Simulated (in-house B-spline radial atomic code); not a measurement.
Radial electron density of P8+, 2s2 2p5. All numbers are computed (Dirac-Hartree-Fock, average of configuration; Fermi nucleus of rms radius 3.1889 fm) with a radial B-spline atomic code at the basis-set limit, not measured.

Columns: r (bohr), 4πr²n(r) (electrons per bohr), bar.

```
  0.0148   0.3771 #
  0.0172    0.473 #
    0.02   0.5869 ##
  0.0233   0.7206 ##
  0.0271   0.8695 ##
  0.0315    1.031 ###
  0.0366      1.2 ###
  0.0425    1.371 ####
  0.0495    1.544 ####
  0.0575    1.712 #####
  0.0668    1.894 #####
  0.0777    2.128 ######
  0.0903    2.478 #######
   0.105    3.051 ########
   0.122    3.971 ###########
   0.142    5.386 ##############
   0.165     7.33 ####################
   0.192    9.773 ##########################
   0.223    12.39 #################################
   0.259    14.74 ########################################
   0.301    16.25 ############################################
    0.35    16.38 ############################################
   0.407    14.91 ########################################
   0.473    12.13 #################################
    0.55    8.669 #######################
    0.64    5.343 ##############
   0.743    2.816 ########
   0.864    1.219 ###
       1    0.439 #
    1.17   0.1124 
    1.36  0.02256 
    1.58 0.003248
```

On this grid the curve has 1 maximum, near 0.35 bohr.

The 2p1/2 radial function P(r) = rR(r), positive near the nucleus, with its small component Q(r) (sign convention: Q ≈ (P' + κP/r)/2c):

| r (bohr) | P | Q |
| --- | --- | --- |
| 0.00329 | 0.001854 | 0.005166 |
| 0.00445 | 0.003222 | 0.006895 |
| 0.00601 | 0.005619 | 0.009151 |
| 0.00812 | 0.00984 | 0.01208 |
| 0.011 | 0.01732 | 0.01587 |
| 0.0148 | 0.03002 | 0.02052 |
| 0.02 | 0.05211 | 0.02627 |
| 0.0271 | 0.0899 | 0.03308 |
| 0.0366 | 0.1517 | 0.04052 |
| 0.0495 | 0.2507 | 0.04802 |
| 0.0668 | 0.4001 | 0.05426 |
| 0.0903 | 0.6134 | 0.0576 |
| 0.122 | 0.8878 | 0.05602 |
| 0.165 | 1.193 | 0.04816 |
| 0.223 | 1.452 | 0.0346 |
| 0.301 | 1.556 | 0.01858 |
| 0.407 | 1.419 | 0.004785 |
| 0.55 | 1.05 | -0.002874 |
| 0.743 | 0.5908 | -0.004232 |
| 1 | 0.234 | -0.002431 |
| 1.36 | 0.05393 | -0.0006945 |
